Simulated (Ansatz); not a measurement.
In4Sb4H14, a cluster cut from wurtzite InSb (hydrogen-capped), relaxed as a singlet with RKS r2SCAN-D4/def2-SVP in Ansatz, starting from the GFN2-xTB geometry. Force threshold 0.03 eV/Å.

In the def2 sets In, Sb take a core potential; there is no spin–orbit coupling.

Start:

```xyz
22

In    0.1299   -2.5339   -1.9959
Sb   -2.2738   -1.0557   -1.2608
In    1.7374   -1.3312    2.3701
Sb    1.8998   -0.9849   -0.4290
Sb   -0.8106    0.0462    2.6898
In   -2.2959    1.1826    0.5217
In    2.4191    1.6367   -1.3486
Sb   -0.1937    2.7181   -0.6801
H    -0.1481   -4.1156   -1.3918
H     0.2863   -2.2689   -3.6844
H    -3.5370   -2.0144   -0.6956
H    -3.2042   -0.5332   -2.5615
H     1.4092   -2.9432    2.8538
H     2.8534   -0.3733    3.2520
H     3.3662   -1.7422   -0.7603
H    -1.9644   -0.8366    3.5398
H    -0.8151    1.2530    3.8639
H    -3.8202    1.9940    0.8593
H     2.5180    1.7522   -3.0555
H     3.5166    2.4962   -0.3529
H    -0.9391    3.5186   -1.9587
H    -0.1338    4.1356    0.2247
```

| step | energy (eV) | largest force component (eV/Å) | SCF passes |
| --- | --- | --- | --- |
| 1 | -47092.5524 | 0.394 | 17 |
| 2 (rejected) | -47092.3900 | 0.736 | 19 |
| 3 | -47092.6740 | 0.171 | 19 |
| 4 | -47092.6830 | 0.056 | 19 |
| 5 | -47092.6877 | 0.036 | 20 |
| 6 | -47092.6880 | 0.005 | 21 |

Force components are those of the run's own axes.

End:

```xyz
22

In    0.135   -2.563   -2.019
Sb   -2.285   -1.037   -1.246
In    1.766   -1.350    2.394
Sb    1.925   -1.000   -0.435
Sb   -0.830    0.052    2.677
In   -2.303    1.199    0.522
In    2.471    1.643   -1.367
Sb   -0.205    2.712   -0.677
H    -0.161   -4.101   -1.296
H     0.285   -2.176   -3.694
H    -3.522   -2.040   -0.641
H    -3.173   -0.494   -2.594
H     1.344   -2.973    2.800
H     2.844   -0.285    3.217
H     3.410   -1.773   -0.772
H    -1.988   -0.884    3.504
H    -0.778    1.295    3.840
H    -3.802    1.979    0.862
H     2.454    1.713   -3.090
H     3.494    2.494   -0.269
H    -0.963    3.475   -1.998
H    -0.119    4.116    0.283
```

By distances, no bond broke or formed. The bond that changes most is In7–Sb8, from 2.91 to 2.96 Å (atoms count from 1).

No frequencies were taken in this run, so the end may be a saddle point.

Hardware: 2 threads of AMD EPYC 7R13 on a shared host and a share (18 GiB) of an NVIDIA H100 80GB HBM3. Wall time 25 s, peak host memory 0.96 GiB.
